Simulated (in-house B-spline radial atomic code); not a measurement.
Configurations of Re⁺, with energies counted from [Xe] 4f14 5d5 6s1. Computed with a radial B-spline atomic code at the basis-set limit: Dirac-Hartree-Fock, average of configuration, Fermi nucleus of rms radius 5.3698 fm. Energies include first-order Breit, QED and recoil terms.

Occupations are held fixed; configurations that lie above the ionisation limit could autoionise.

```csv
configuration,E - E(ref) (eV),highest orbital,its <r> (bohr)
[Xe] 4f14 5d5 5f1,11.202,5f5/2,8.811
[Xe] 4f14 5d5 6g1,13.124,6g7/2,21.99
[Xe] 4f14 5d4 6s1 7f1,15.106,7f5/2,23.42
[Xe] 4f14 5d4 6s1 9g1,15.972,9g7/2,55.71
[Xe] 4f13 5d5 6s1 6p1,47.363,6p3/2,3.771
[Kr] 4d10 4f14 5s2 5p5 5d5 6s1 8g1,62.202,8g7/2,42.97
[Kr] 4d10 4f14 5s2 5p5 5d5 6s1 10f1,62.371,10f5/2,56.78
```

(1) Order these further configurations by energy, lowest first.
A. [Kr] 4d10 4f14 5s2 5p5 5d5 6s2
B. [Xe] 4f14 5d4 6s1 8g1
C. [Xe] 4f14 5d5 7g1
D. [Kr] 4d10 4f14 5s2 5p5 5d5 6s1 7g1
E. [Xe] 4f14 5d5 10f1

(2) How far above the reference does [Xe] 4f14 5d6 lie?

(3) How far above the reference does [Xe] 4f14 5d5 9f1 lie?

(4) How far above the reference does [Xe] 4f14 5d4 5f1 6s1 lie?

Results:

(1) C (13.525 eV), E (13.958 eV), B (15.794 eV), A (47.496 eV), D (61.942 eV).

(2) 0.27867 eV; its least bound orbital is 5d5/2 with <r> = 1.926 bohr.

(3) 13.777 eV; its least bound orbital is 9f5/2 with <r> = 44.47 bohr.

(4) 13.192 eV; its least bound orbital is 5f5/2 with <r> = 8.704 bohr.
